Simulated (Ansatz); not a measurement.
Ideal-gas functions of `C1=[N][Zn][O]1` at 500 K and 1 bar, from an Ansatz frequency run at PBE0-D4/def2-TZVP.

Molar mass 108.42 g/mol, point group Cs (symmetry number 1), electronic degeneracy 1, moments of inertia 40.44, 91.714, 132.154 u Å². Harmonic wavenumbers (cm⁻¹, unscaled): 299, 407, 412, 810, 947, 1161, 1210, 1528, 3005.

Use S(trans) = R[1.5 ln M + 2.5 ln T − 1.1517]; rotational temperatures θ = 24.2544 K / I; S(rot) = R[ln(√π/σ · √(T³/θAθBθC)) + 1.5]; for each mode x = 1.438777 ν̃/T, S = R[x/(eˣ − 1) − ln(1 − e⁻ˣ)] and H = RT x/(eˣ − 1); 1 cm⁻¹ = 0.0119627 kJ/mol; R = 8.31446 J/(mol·K).

Task: By hand: the entropy, in J/(mol·K).

Result: Translation 178.0. Rotation: θ = 0.5998, 0.2645, 0.1835 K, giving 109.4. Vibration, mode by mode: 9.82, 7.46, 7.37, 2.94, 2.15, 1.32, 1.18, 0.56, 0.01, in all 32.8. Electronic 0.0. Sum 320.2 J/(mol·K).

Task: By hand: H − E and G − E in kJ/mol, counted from the electronic energy.

Result: Zero-point energy ½ × 9779 × 0.0119627 = 58.5; thermal vibration 10.0; translation, rotation and pV give 4 RT = 16.6. H − E = 85.1 kJ/mol, and G − E = 85.1 − 500 × 320.2/1000 = -75.0 kJ/mol.

Vibration gives 10 % of the entropy.
